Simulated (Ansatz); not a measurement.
```xyz
2

F     0.0000    0.0000    0.0000
F     0.0000    0.0000    1.4119
```

Basis set: pcseg-2 (spherical functions). Charge 0, multiplicity 1.

Computed with Ansatz (development build ahead of 0.2.0); each method stands on the lowest determinant of its kind that the runs found. Restricted functionals stand beside restricted open-shell atoms, which can lie above the unrestricted atoms usual in DFT and then raise those values.

Task: Give the atomization energy at this shape (free ground-state atoms in the same class of orbitals less the molecule, no zero-point energy) of singlet F₂ by PBE (unrestricted), PBE (restricted), RHF.

Result:

```
            method  atomization energy
PBE (unrestricted)             2.30 eV
  PBE (restricted)             2.39 eV
               RHF            -1.35 eV
```

Caution for RHF: in another basis set an unrestricted determinant lies well below; the molecule lies well above its atoms at this level.

The shape needn't be a minimum at these levels.
